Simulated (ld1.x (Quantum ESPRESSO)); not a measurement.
**u(r) = r·R(r): atom against pseudo-atom (Al)**

Columns: radius, all-electron u(r) and pseudo u(r) of the 3s shell (level -7.63 eV) of aluminium in the configuration [Ne] 3s2 3p1; BLYP, scalar-relativistic, ultrasoft scheme, ld1.x (Quantum ESPRESSO) 7.5.

| r (bohr) | all-electron | pseudo |
| --- | --- | --- |
| 0.120 | 0.0866 | 0.0673 |
| 0.240 | -0.1571 | 0.1339 |
| 0.360 | -0.2882 | 0.1990 |
| 0.480 | -0.2893 | 0.2618 |
| 0.600 | -0.2085 | 0.3218 |
| 0.720 | -0.0880 | 0.3783 |
| 0.840 | 0.0448 | 0.4308 |
| 0.960 | 0.1740 | 0.4788 |
| 1.080 | 0.2910 | 0.5221 |
| 1.200 | 0.3920 | 0.5602 |
| 1.320 | 0.4758 | 0.5932 |
| 1.440 | 0.5426 | 0.6207 |
| 1.560 | 0.5939 | 0.6429 |
| 1.680 | 0.6312 | 0.6596 |
| 1.800 | 0.6563 | 0.6710 |
| 1.920 | 0.6707 | 0.6771 |
| 2.040 | 0.6759 | 0.6779 |
| 2.160 | 0.6733 | 0.6737 |
| 2.280 | 0.6644 | 0.6644 |
| 2.400 | 0.6503 | 0.6503 |
| 2.520 | 0.6322 | 0.6322 |
| 2.640 | 0.6111 | 0.6111 |
| 2.760 | 0.5876 | 0.5876 |
| 2.880 | 0.5626 | 0.5626 |
| 3.000 | 0.5366 | 0.5366 |
| 3.120 | 0.5101 | 0.5101 |

**Question.** How many radial nodes do the two functions have?

**Answer.** The all-electron 3s function has n − l − 1 = 2; the pseudo-wave has 0, since the states of the same l below it are removed with the core.

**Question.** At about which radius was the pseudo-wave matched?

**Answer.** 2.30 bohr. The columns agree to 0.0005 from 2.16 bohr on; several derivatives are matched, so the curves merge somewhat inside the radius.

**Question.** Where does each function peak?

**Answer.** Outermost all-electron maximum near 2.04 bohr, pseudo maximum near 2.04 bohr (to the table’s step).

**Question.** Is the pseudo-wave norm-conserving?

**Answer.** No, it belongs to an ultrasoft set: the norm inside the radius is not constrained, and the difference is carried by the augmentation charge.
